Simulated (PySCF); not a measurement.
Mg(F)(NMe2) (C2H6FMgN), SMILES C[N](C)[Mg][F].

Geometry optimised at B3LYP-D3(BJ)/def2-SVP. The structure was generated by enumeration; whether it is a known compound was not checked. Other conformers were not sampled.

Calculation: PySCF with B3LYP-D3(BJ)/def2-SVP.

Frequencies are harmonic and unscaled.

Computed vibrational spectrum:
```csv
mode,ν (cm⁻¹),IR (km/mol),moving atoms (share of kinetic energy)
1,84,12.4,"C 31 %, F 31 %, H 17 %, Mg 14 %"
2,114,19.7,"Mg 36 %, F 26 %, H 22 %, N 9 %"
3,171,45.1,"H 44 %, Mg 28 %, N 24 %"
4,212,69.2,"Mg 53 %, C 19 %, N 13 %, H 8 %"
5,253,0.0,H 97 %
6,298,27.7,"H 59 %, N 34 %"
7,321,0.7,"C 40 %, H 27 %, F 20 %, Mg 12 %"
8,515,0.0,"C 30 %, H 24 %, N 23 %, F 23 %"
9,803,51.3,"Mg 54 %, F 35 %, C 9 %"
10,1006,96.2,"C 39 %, H 32 %, N 24 %"
11,1088,1.9,"H 72 %, C 25 %"
12,1108,0.0,"H 81 %, C 19 %"
13,1156,0.0,"H 69 %, C 20 %, N 11 %"
14,1215,95.9,"N 56 %, C 32 %, H 12 %"
15,1278,28.1,"H 41 %, N 34 %, C 24 %"
16,1435,9.9,"H 87 %, C 13 %"
17,1441,0.0,H 97 %
18,1444,1.9,H 96 %
19,1462,23.7,"H 83 %, C 17 %"
20,1484,16.1,H 96 %
21,1498,0.0,H 96 %
22,2917,88.6,H 97 %
23,2926,169.0,H 97 %
24,2951,138.0,"H 91 %, C 9 %"
25,2962,0.0,"H 90 %, C 10 %"
26,3046,49.7,"H 91 %, C 9 %"
27,3048,43.2,"H 91 %, C 9 %"
```
